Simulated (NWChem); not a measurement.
C₂H₆FNSi; SMILES C/C=N/[SiH2]F

```xyz
11

C     -0.1855     2.7662     0.0000
C     -0.3702     1.2756     0.0005
N      0.6018     0.4559    -0.0007
Si     0.5335    -1.2702     0.0002
F     -0.9862    -1.8357    -0.0003
H     -0.6760     3.2084     0.8776
H      0.8763     3.0228     0.0040
H     -0.6681     3.2063    -0.8832
H     -1.4220     0.9403     0.0016
H      1.2087    -1.7570     1.2255
H      1.2103    -1.7585    -1.2236
```
Atoms are numbered in this order, from 1.

Program: NWChem. Pople sets run with spherical d functions. Geometry: optimised at B3LYP/6-31G* (spherical d). Ions are spin-unrestricted doublets at the neutral geometry; other ion states weren't tried. Functional: LC-ωPBE (HJS hole) with 6-31G*; rows give the range parameter ω in 1/bohr.

```json
[
 {"range parameter (1/bohr)": "0.20", "vertical ionisation energy, ΔSCF (eV)": "[?]", "−ε(HOMO) (eV)": "[?]", "ΔSCF minus −ε(HOMO) (eV)": "[?]"},
 {"range parameter (1/bohr)": "0.25", "vertical ionisation energy, ΔSCF (eV)": "9.41", "−ε(HOMO) (eV)": "8.88", "ΔSCF minus −ε(HOMO) (eV)": "0.53"},
 {"range parameter (1/bohr)": "0.30", "vertical ionisation energy, ΔSCF (eV)": "9.47", "−ε(HOMO) (eV)": "9.30", "ΔSCF minus −ε(HOMO) (eV)": "0.17"},
 {"range parameter (1/bohr)": "0.35", "vertical ionisation energy, ΔSCF (eV)": "9.52", "−ε(HOMO) (eV)": "9.66", "ΔSCF minus −ε(HOMO) (eV)": "-0.14"},
 {"range parameter (1/bohr)": "0.60", "vertical ionisation energy, ΔSCF (eV)": "9.65", "−ε(HOMO) (eV)": "10.82", "ΔSCF minus −ε(HOMO) (eV)": "-1.17"}
]
```

Problem. Complete the blanks.

Solution. 
- 0.20, vertical ionisation energy, ΔSCF (eV): 9.35
- 0.20, −ε(HOMO) (eV): 8.40
- 0.20, ΔSCF minus −ε(HOMO) (eV): 0.95
